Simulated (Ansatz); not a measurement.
Program: Ansatz 0.2.0.

C2H3InNO, SMILES `[CH3][In][N]=C=O` radical at its PBE0-D4/def2-TZVP geometry, where that method's forces vanish. Total charge 0; spin multiplicity 2. In takes the def2 core potential.

```
atom    x (Å)    y (Å)    z (Å)
  C1   0.8752   1.4078   0.9148
 In2  -0.6312  -0.2013   0.9130
  N3  -0.6320  -1.1557  -0.9400
  C4  -1.2022  -2.0579  -1.4938
  O5  -1.7301  -2.9288  -2.0747
  H6   0.9170   1.8957   1.8849
  H7   1.8254   0.9351   0.6647
  H8   0.5779   2.1053   0.1312
```

**Question.** For each bond, give half the difference of the two atoms' forces along it (eV/Å; positive pushes the atoms apart) under PBE-D4, r2SCAN-D4, B3LYP-D4, ωB97M-V in def2-TZVPP. (Estimate.)

**Answer.** The calculation gave: 
```tsv
bond	length (Å)	PBE-D4	r2SCAN-D4	B3LYP-D4	ωB97M-V
C1–In2	2.204	0.13	0.10	0.32	-0.12
C1–H6	1.087	0.08	-0.04	-0.10	-0.03
C1–H7	1.090	0.09	-0.03	-0.09	-0.03
C1–H8	1.090	0.09	-0.03	-0.09	-0.02
In2–N3	2.084	-0.22	-0.11	0.17	-0.02
N3–C4	1.202	0.49	0.21	-0.11	-0.04
C4–O5	1.172	0.72	0.24	0.25	0.11
```

B3LYP here is the variant with VWN-RPA as its local correlation; programs differ in this.
